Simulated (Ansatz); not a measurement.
Nudged elastic band run: AlClH₂O₂

input.yaml

```yaml
crystal:
  periodic: [false, false, false]
  atoms:
    - { symbol: O, position_ang: [-0.168245, 1.388346, -0.849437] }
    - { symbol: Al, position_ang: [-0.03617, -0.072047, -0.028522] }
    - { symbol: O, position_ang: [1.050224, -0.194849, 1.247573] }
    - { symbol: Cl, position_ang: [-1.210708, -1.71865, -0.592814] }
    - { symbol: H, position_ang: [-0.764402, 1.524081, -1.580531] }
    - { symbol: H, position_ang: [1.171402, -0.99078, 1.757632] }
basis:
  gaussian: { orbitals: "6-31G*" }
hamiltonian:
  xc: { name: BHLYP }
neb:
  order_check: false
  images: 5
  f_tol: 0.5
  max_iterations: 60
  final_atoms:
    - { symbol: O, position_ang: [-0.07264403, 1.26113103, -0.68316058] }
    - { symbol: Al, position_ang: [-0.13300736, -0.29602396, -0.03916881] }
    - { symbol: O, position_ang: [0.84487369, -0.73043218, 1.25844198] }
    - { symbol: Cl, position_ang: [-1.42501455, -1.73278534, -0.82959227] }
    - { symbol: H, position_ang: [-0.61518487, 1.54122233, -1.41587275] }
    - { symbol: H, position_ang: [1.44307813, -0.10701089, 1.66325343] }
  initial_path:
    images:
      - { positions_ang: [[-0.168245, 1.388346, -0.849437], [-0.03617, -0.072047, -0.028522], [1.050224, -0.194849, 1.247573], [-1.210708, -1.71865, -0.592814], [-0.764402, 1.524081, -1.580531], [1.171402, -0.99078, 1.757632]] }
      - { positions_ang: [[0.02481558, 1.35048629, -1.01360106], [0.02348118, -0.11758141, -0.14475621], [1.09317692, -0.30183793, 1.18779029], [-1.25391554, -1.70067817, -0.70790703], [-0.86714294, 1.39725088, -1.15231324], [1.02168581, -0.69153867, 1.78468826]] }
      - { positions_ang: [[0.21787616, 1.31262658, -1.17776512], [0.08313235, -0.16311581, -0.26099041], [1.13612983, -0.40882685, 1.12800757], [-1.29712309, -1.68270634, -0.82300007], [-0.96988388, 1.27042075, -0.72409549], [0.87196962, -0.39229733, 1.81174451]] }
      - { positions_ang: [[0.41093674, 1.27476688, -1.34192918], [0.14278353, -0.20865022, -0.37722462], [1.17908275, -0.51581578, 1.06822486], [-1.34033063, -1.66473451, -0.9380931], [-1.07262481, 1.14359063, -0.29587773], [0.72225343, -0.093056, 1.83880077]] }
      - { positions_ang: [[0.24974315, 1.27022159, -1.12233964], [0.05085323, -0.2377748, -0.26453935], [1.06767973, -0.58735458, 1.13163056], [-1.3685586, -1.68741812, -0.90192616], [-0.92014483, 1.27613453, -0.6692094], [0.96252833, -0.09770763, 1.78028499]] }
      - { positions_ang: [[0.08854956, 1.26567631, -0.90275011], [-0.04107707, -0.26689938, -0.15185408], [0.95627671, -0.65889338, 1.19503627], [-1.39678658, -1.71010173, -0.86575921], [-0.76766485, 1.40867843, -1.04254108], [1.20280323, -0.10235926, 1.72176921]] }
      - { positions_ang: [[-0.07264403, 1.26113103, -0.68316058], [-0.13300736, -0.29602396, -0.03916881], [0.84487369, -0.73043218, 1.25844198], [-1.42501455, -1.73278534, -0.82959227], [-0.61518487, 1.54122233, -1.41587275], [1.44307813, -0.10701089, 1.66325343]] }
```

Command:

```bash
$ ansatz run input.yaml --threads 1 --pin off --max-ram 2048MiB --backend cpu --events-out ev --progress --plain --runs-dir out
```

Output, in part (warnings, iteration lines, the closing report on the highest movable image, with atoms numbered from 0):

```
NEB end point (image 0): max|allowed force component| = 1.015e-2 eV/Å (the criterion of neb.relax_end_points is 1.000e-1)
NEB end point (image 6): max|allowed force component| = 1.900e-2 eV/Å (the criterion of neb.relax_end_points is 1.000e-1)
NEB iter   1: max|band force component| = 2.894e1 eV/Å  barrier→ = 5.2881 eV  barrier← = 5.3069 eV  Δτ_max = 0.1986 Å  (190 SCF iters)
NEB iter   2: max|band force component| = 4.450e0 eV/Å  barrier→ = 3.4109 eV  barrier← = 3.4296 eV  Δτ_max = 0.2000 Å  (159 SCF iters)
NEB iter   3: max|band force component| = 8.437e0 eV/Å  barrier→ = 1.4399 eV  barrier← = 1.4587 eV  Δτ_max = 0.0989 Å  (156 SCF iters)
NEB iter   4: max|band force component| = 1.402e0 eV/Å  barrier→ = 0.9889 eV  barrier← = 1.0076 eV  Δτ_max = 0.1946 Å  (149 SCF iters)
NEB iter   5: max|band force component| = 1.072e0 eV/Å  barrier→ = 0.6921 eV  barrier← = 0.7109 eV  Δτ_max = 0.1979 Å  (146 SCF iters)
NEB iter   6: max|band force component| = 8.586e-1 eV/Å  barrier→ = 0.4402 eV  barrier← = 0.4590 eV  Δτ_max = 0.1942 Å  (148 SCF iters)
NEB iter   7: max|band force component| = 5.048e-1 eV/Å  barrier→ = 0.2787 eV  barrier← = 0.2975 eV  Δτ_max = 0.1881 Å  (146 SCF iters)
NEB iter   8: max|band force component| = 4.466e-1 eV/Å  barrier→ = 0.1911 eV  barrier← = 0.2099 eV  CI = image 3  Δτ_max = 0.0000 Å  (277 SCF iters)
Total energy: -23247.78780814 eV, -854.3404440325 hartree
Atom 0 at    -0.051905     1.253252    -0.940053 Å, force     0.430909    -0.149856     0.338970 eV/Å
Atom 1 at     0.027953    -0.242978    -0.173605 Å, force    -0.032718     0.007522    -0.066416 eV/Å
Atom 2 at     1.118834    -0.522512     1.067484 Å, force     0.049128    -0.042158    -0.061514 eV/Å
Atom 3 at    -1.198405    -1.796971    -0.856427 Å, force    -0.023315    -0.006914     0.024372 eV/Å
Atom 4 at    -0.846999     1.714784    -1.150180 Å, force    -0.446591     0.201834    -0.316997 eV/Å
Atom 5 at     0.992623    -0.469473     2.006682 Å, force     0.022586    -0.010427     0.081585 eV/Å
Dipole moment:    -0.247070     0.310915     0.346443 e Å
```

The run converged. The threshold of 0.5 eV/Å is loose, so the images may lie well off the minimum-energy path. The order of the stationary point at the top wasn't checked. Another band between the same ends, with other settings, climbed to 0.10 eV only, so this may not be the lowest route.

Final band:

| image | path coordinate (Å) | energy (eV) |
| --- | --- | --- |
| 0 | 0.00 | 0.000 |
| 1 | 0.34 | 0.040 |
| 2 | 0.69 | 0.112 |
| 3 | 1.04 | 0.191 |
| 4 | 1.38 | 0.105 |
| 5 | 1.73 | 0.030 |
| 6 | 2.08 | -0.019 |

The run took 120 s on 1 thread of Arm Neoverse V1 (shared host), peak memory 0.14 GiB.
